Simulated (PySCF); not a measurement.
# Working out the ionisation energy of Cd⁺

Cd⁺ [Kr] 4d10 5s1 (2S) → Cd²⁺ [Kr] 4d10 (1S). All numbers are calculated (PySCF 2.14, scalar relativity by spin-free X2C-1e, in x2c-SVPall (6s6p5d1f, 56 functions)). Frozen: [Kr]. Energies in hartree (1 hartree = 27.21139 eV):

```csv
part,Cd⁺ (lower),Cd²⁺ (upper)
UHF,-5590.505659,-5589.933963
MP2 opposite-spin,-0.180500,-0.165597
MP2 same-spin,-0.109579,-0.099458
```

Task: What does Hartree-Fock give?

Result: (-5589.933963) − (-5590.505659) = 0.571696 hartree = 15.557 eV.

Task: What do MP2 and SCS-MP2 (6/5 opposite-spin, 1/3 same-spin) give?

Result: The opposite-spin parts differ by 0.406 eV and the same-spin parts by 0.275 eV. MP2: 15.557 + (0.406) + (0.275) = 16.238 eV. SCS-MP2: 15.557 + 1.2 × (0.406) + (0.275)/3 = 16.136 eV.

Measured between the centres of the two terms (NIST): 16.908 eV, so MP2 (valence) is off by -0.670 eV.

A double-zeta basis recovers only part of the correlation energy.

What remains against the reference includes basis incompleteness, the frozen core and correlation beyond second order.
